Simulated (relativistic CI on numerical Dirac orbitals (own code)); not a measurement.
# Radial parameters of Nd XXXII

These numbers are calculated, not measured: Dirac-Coulomb-Breit CI, separate exchange-only KLI orbitals for each configuration, model QED (radiative potential, 1s self-energy scaled to tabulated hydrogen-like ionisation energies), unscaled Slater integrals (own radial code, finite nucleus).

Slater integrals F^k, G^k are unscaled and averaged over j, outside the closed core [Ar]; ζ comes from projecting the Hamiltonian with its Breit term on Σ l·s of the shell.

- 3d10.4p: ζ(4p) = 176040 cm⁻¹; <r>(4p) = 0.5434, <r^2>(4p) = 0.3338 (bohr units).
- 3d10.4d: ζ(4d) = 21656 cm⁻¹; <r>(4d) = 0.5442, <r^2>(4d) = 0.3384 (bohr units).
- 3d10.4f: ζ(4f) = 2797.9 cm⁻¹; <r>(4f) = 0.5129, <r^2>(4f) = 0.2961 (bohr units).

Averages of the first 10 configurations, taken without configuration mixing, which lowers the lowest level and can move excited configurations by several eV; other configurations of the list can lie among them:

```csv
Configuration,Parity,States,Average energy above the lowest level (eV)
3d10.4s,even,2,0.1
3d10.4p,odd,6,87.5
3d10.4d,even,10,207.6
3d10.4f,odd,14,323.6
3d10.5s,even,2,506.8
3d10.5p,odd,6,547.9
3d10.5d,even,10,604.0
3d10.5f,odd,14,655.1
3d10.5g,even,18,677.3
3d9.4p2,even,150,1014.7
```
